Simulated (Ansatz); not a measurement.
Geometry optimisation, RKS revPBE/6-31G (Ansatz 0.2.0).

input.yaml

```yaml
crystal:
  periodic: [false, false, false]
  atoms:
    - { symbol: Al, position_ang: [-0.726889, 0.471967, -0.649265] }
    - { symbol: "N", position_ang: [1.879062, 0.257872, 1.189717] }
    - { symbol: C, position_ang: [-1.871069, -1.010035, -0.041621] }
    - { symbol: Cl, position_ang: [-1.254811, 2.63526, -0.446858] }
    - { symbol: H, position_ang: [2.083398, 0.080065, 0.204327] }
    - { symbol: O, position_ang: [0.765986, 0.095784, -1.647643] }
    - { symbol: H, position_ang: [2.126652, 1.17599, 1.550451] }
    - { symbol: H, position_ang: [2.001124, -0.520991, 1.829177] }
    - { symbol: H, position_ang: [-2.397042, -0.745238, 0.890251] }
    - { symbol: H, position_ang: [-1.229827, -1.889493, 0.143831] }
    - { symbol: H, position_ang: [-2.620509, -1.28389, -0.802823] }
    - { symbol: H, position_ang: [1.243824, 0.732808, -2.219345] }
basis:
  gaussian: { orbitals: "6-31G" }
hamiltonian:
  xc: revpbe
relax:
  f_tol: 0.03
  max_steps: 50
output:
  orbitals: {}
```

Launched with:

```bash
$ ansatz run input.yaml --threads 1 --pin off --max-ram 2048MiB --backend cpu --events-out ev --progress --plain --runs-dir out
```

Task: Where does it end, and by what steps?

Result: The forces met the threshold. Limits of this set-up: no polarisation functions. After 11 steps the energy has fallen by 1.189 eV; H8 moved furthest, 0.72 Å. Joined: Al1–N2.

```
step  energy less start (eV)  largest force component (eV/Å)  accepted
   0                  0.0000                           1.571       yes
   1                 -0.2504                           0.930       yes
   2                 -0.5020                           0.737       yes
   3                 -0.8342                           0.710       yes
   4                 -0.9821                           1.338       yes
   5                 -1.0287                           1.043       yes
   6                 -1.1473                           0.363       yes
   7                 -1.1686                           0.976       yes
   8                 -1.1848                           0.162       yes
   9                 -1.1864                           0.100       yes
  10                 -1.1884                           0.033       yes
  11                 -1.1888                           0.013       yes
```

```xyz
12
Properties=species:S:1:pos:R:3
Al -0.183 0.392 -0.386
N 1.368 0.298 0.965
C -1.573 -0.961 0.038
Cl -0.834 2.545 0.008
H 2.165 0.179 0.321
O 0.996 0.199 -1.715
H 1.443 1.190 1.468
H 1.314 -0.484 1.627
H -2.047 -0.762 1.017
H -1.154 -1.984 0.051
H -2.377 -0.942 -0.721
H 0.881 0.329 -2.674
```

Run time: 72 s on 1 thread of Intel(R) Xeon(R) Platinum 8259CL CPU @ 2.50GHz (Skylake/Cascade Lake) (shared host), peak memory 0.21 GiB.
